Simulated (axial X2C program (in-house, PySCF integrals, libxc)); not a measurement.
**Working with the constants of CuGe**

A bond curve at the PBE0 level, 2c, was computed with an in-house all-electron X2C program for linear molecules (integrals from PySCF) (basis Ge dyall-cv3z [9s9p7d4f1g], Cu dyall-cv3z [9s9p6d3f2g] (cores contracted in-house)) for the state Ω = 1/2 (⟨Sz⟩ = -0.50, ⟨Lz⟩ = 1.00 at PBE0). Its fit gives Re = 2.2688 Å, ωe = 255.9 cm⁻¹, ωexe = 0.863 cm⁻¹ and αe = 4.876e-04 cm⁻¹; the masses are 73.9212 and 62.9296 u. Two-component means X2C with spin–orbit coupling and atomic mean-field Coulomb and Gaunt terms.

Question: Find the reduced mass, Be and the force constant.

Answer: From the PBE0 values: μ = 33.9920 u. Be = 16.8576/(μ Re²) = 0.09634 cm⁻¹. k = 5.8918×10⁻⁷ μ ωe² = 1.31 mdyn/Å.

Question: Where do the fundamental and the first overtone lie?

Answer: ν(1←0) = ωe − 2ωexe = 254.2 cm⁻¹; ν(2←0) = 2ωe − 6ωexe = 506.6 cm⁻¹.

Question: A Morse curve ties αe to the other constants (Pekeris). How well does that hold?

Answer: αe(Morse) = 6Be²/ωe × (√(ωexe/Be) − 1) = 4.337e-04 cm⁻¹; the PBE0 curve gives 4.876e-04 cm⁻¹, a ratio of 0.89.

Question: Estimate the centrifugal constant by the Kratzer relation.

Answer: D = 4Be³/ωe² = 5.46e-08 cm⁻¹.

Question: The dipole moment p changes by 0.93 D/Å at Re. What harmonic infrared intensity follows?

Answer: I = 42.256 × (dp/dR)²/μ = 1.1 km/mol.

Occupations by symmetry block were frozen at the best pattern of an incomplete PBE0 search. Density functionals use the spin component along the axis (collinear). Without a current term, density functionals place determinants with orbital angular momentum somewhat too high.
